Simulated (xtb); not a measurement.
C2HF5, SMILES FC(F)C(F)(F)F. All values are semi-empirical tight-binding results from xtb (GFN2-xTB unless named), good for trends rather than for accurate numbers. Coordinates come from a GFN2-xTB optimisation.

Computed properties:
```yaml
point_group_as_xtb_finds_it: Cs
orbital_gap: 12.71 eV
dipole_moment: 2.06 D
zero_point_energy: 21.5 kcal/mol
G − E(el) at 298.15 K (modified RRHO): 2.0 kcal/mol
static polarisability (D4 model): 34.6 bohr³
solvation energy, GFN2-xTB/ALPB(water): -0.4 kcal/mol
solvation energy, GFN2-xTB/ALPB(toluene): -1.7 kcal/mol
```

Q: Give the IR lines (harmonic; lines under 4 % of the strongest left out, lines within 3 cm⁻¹ merged). (An estimate is asked for; the answer gives what the named calculation found.)

A: ν (cm⁻¹): 460 (w), 523 (w), 648 (w), 813 (w), 1083 (m), 1095 (m), 1107 (vs), 1181 (m) (against the strongest line: vs over 80 %, s over 45 %, m over 15 %, w over 4 %, vw less)
